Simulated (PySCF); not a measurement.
Molecule: C6H12, net charge 0, singlet state. 
Geometry from a B3LYP-D3(BJ)/def2-TZVP (Ansatz) optimisation:
```xyz
18

C      2.3737    -0.4356    -0.5149
C      1.5477    -0.3089     0.7280
C      0.2426    -0.0641     0.8170
C     -0.7411     0.1485    -0.2981
C     -1.3656     1.5462    -0.2009
C     -1.8263    -0.9352    -0.2676
H      1.7918    -0.3031    -1.4255
H      3.1797     0.3042    -0.5203
H      2.8526    -1.4181    -0.5620
H      2.0963    -0.4353     1.6574
H     -0.1916    -0.0061     1.8133
H     -0.2226     0.0781    -1.2569
H     -2.0872     1.7076    -1.0048
H     -1.8912     1.6687     0.7499
H     -0.6023     2.3231    -0.2632
H     -2.5503    -0.7848    -1.0716
H     -1.3919    -1.9298    -0.3780
H     -2.3698    -0.9105     0.6807
```

Dispersion corrections to the total energy (kcal/mol) from the dftd3 and dftd4 libraries through PySCF: D3(BJ) without and D4 with the three-body term, each with the damping fitted for the functional named.

```csv
functional,D3(BJ),D4
PW6B95,…,-6.96
BLYP,…,-18.24
HSE06,-5.65,-6.47
BP86,-13.31,…
r2SCAN,-2.66,-2.27
TPSSh,-10.16,-10.22
HF,-64.62,-30.23
```

Question: Some entries are withheld; supply them.

Answer: 
- PW6B95, D3(BJ): -4.18
- BLYP, D3(BJ): -18.17
- BP86, D4: -10.84
